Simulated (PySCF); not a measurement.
Species: C₄H₃N₂O₂ (charge -1).
SMILES with atom numbers: `[O:1]=[C:2]([O-:3])[c:4]1[n:5][cH:6][cH:7][nH:8]1` (hydrogens: H9 on C6; H10 on C7; H11 on N8)

Cartesian coordinates in Å at the GFN2-xTB level; atoms count from 1:
```xyz
11
C4H3N2O2 angstrom
O      2.883   -0.891    0.140
C      2.084    0.039    0.037
O      2.297    1.265   -0.074
C      0.569   -0.269    0.035
N     -0.138   -1.375    0.125
C     -1.438   -0.991    0.062
C     -1.534    0.367   -0.069
N     -0.247    0.809   -0.084
H     -2.233   -1.714    0.115
H     -2.379    1.025   -0.149
H      0.141    1.738   -0.164
```

Mayer bond orders were computed from the PBE0/pcSseg-1 density (PySCF). Isolated species at its GFN2-xTB geometry, gas phase. The pcSseg-1 basis has no diffuse functions, a weakness for an anion.

Question: Rank these bonds by Mayer order, highest first.
A. C6–C7
B. N8–C4
C. C2–C4
D. C2–O3
E. N5–C6
F. O1–C2

Answer: F (1.83), D (1.68), A (1.51), E (1.39), B (1.16), C (0.84).

Q: Set the orders of all bonds between heavy atoms beside their lengths and the difference of the ESP-fitted charges at their ends.

A: 
```json
{"bond": "O1–C2", "Mayer order": "1.826", "length (Å)": "1.230", "q(first) − q(second) (e)": "-1.370"}
{"bond": "C2–O3", "Mayer order": "1.677", "length (Å)": "1.249", "q(first) − q(second) (e)": "+1.456"}
{"bond": "C4–N5", "Mayer order": "1.541", "length (Å)": "1.316", "q(first) − q(second) (e)": "+0.857"}
{"bond": "C6–C7", "Mayer order": "1.513", "length (Å)": "1.368", "q(first) − q(second) (e)": "+0.773"}
{"bond": "N5–C6", "Mayer order": "1.389", "length (Å)": "1.357", "q(first) − q(second) (e)": "-0.834"}
{"bond": "N8–C4", "Mayer order": "1.164", "length (Å)": "1.357", "q(first) − q(second) (e)": "-0.278"}
{"bond": "C7–N8", "Mayer order": "1.141", "length (Å)": "1.361", "q(first) − q(second) (e)": "-0.517"}
{"bond": "C2–C4", "Mayer order": "0.839", "length (Å)": "1.547", "q(first) − q(second) (e)": "+0.441"}
```

Mayer orders depend on the basis set.
